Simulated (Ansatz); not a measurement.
PBE exchange is replaced step by step with exact exchange (0 % is PBE, 25 % PBE0; no dispersion term), basis def2-TZVP, Ansatz. System: the cluster Be₃S₃ (the lowest singlet isomer of a short search). Total charge 0; singlet. Geometry: r2SCAN-D4/def2-SVP.

Geometry of the singlet:

```xyz
6

Be    1.291   -0.557   -0.196
Be   -0.225    0.913    1.063
Be   -1.066   -0.357   -0.867
S     1.637    0.548    1.332
S     0.346   -1.402   -1.633
S    -1.983    0.855    0.301
```

The structure comes from a short search, and lower isomers may exist.

| exact exchange (%) | HOMO (eV) | LUMO (eV) | gap (eV) |
| --- | --- | --- | --- |
| 0 | -6.58 | -3.25 | 3.33 |
| 5 | -6.81 | -3.10 | 3.71 |
| 10 | -7.03 | -2.95 | 4.09 |
| 25 | -7.72 | -2.49 | 5.22 |
| 35 | -8.18 | -2.19 | 5.99 |
| 50 | -8.88 | -1.74 | 7.15 |

**Question.** Fit a straight line to the column «gap (eV)» against the share of exact exchange and predict its value at 15 %.

**Answer.** With x = exact exchange (%) and y = gap (eV): mean x = 20.83, mean y = 4.915; Σ(x − x̄)(y − ȳ) = 142.7, Σ(x − x̄)² = 1871; slope b = 0.07627, intercept a = ȳ − b·x̄ = 3.326. The residuals of the fitted rows reach 0.01. At x = 15 the line gives 3.326 + (0.07627 × 15) = 4.47; the run gave 4.46, 0.01 less than the line.
